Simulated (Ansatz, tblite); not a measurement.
Removing and adding an electron: `CN(C)c1ncc(-c2ncc(-c3ncc(C#N)s3)s2)s1`. Total charge 0; singlet. Geometry: PBE-D4/def2-SVP. Ansatz, gas phase; energy differences of separate SCF runs; the oxidised species was run as a doublet alone; the reduced species was run as a doublet alone.

The xTB rows come from tblite. Single mean-field runs in def2-TZVP are fitted with def2-universal-jkfit.

| level | −HOMO (eV) | vertical IE (eV) | −LUMO (eV) | vertical EA (eV) | HOMO–LUMO gap (eV) | IE − EA (eV) | remarks |
| --- | --- | --- | --- | --- | --- | --- | --- |
| GFN1-xTB | 10.51 | 12.43 | 8.83 | 6.85 | 1.68 | 5.59 | – |
| GFN2-xTB | 10.17 | 12.06 | 8.57 | 6.66 | 1.60 | 5.40 | – |
| PBE-D4/def2-TZVP | 5.06 | 6.89 | 3.26 | 1.51 | 1.81 | 5.37 | HOMO above zero (-1 doublet) |
| PBE0-D4/def2-TZVP | 5.88 | 7.10 | 2.67 | 1.51 | 3.21 | 5.59 | – |

   A HOMO above zero means that the electron is unbound at that level or that self-interaction error raises the level; the energy of removing that electron tells which. Raw xTB energy differences between charge states are shifted by several eV; the methods need an empirical correction for them. Sets without diffuse functions give affinities that are too small.
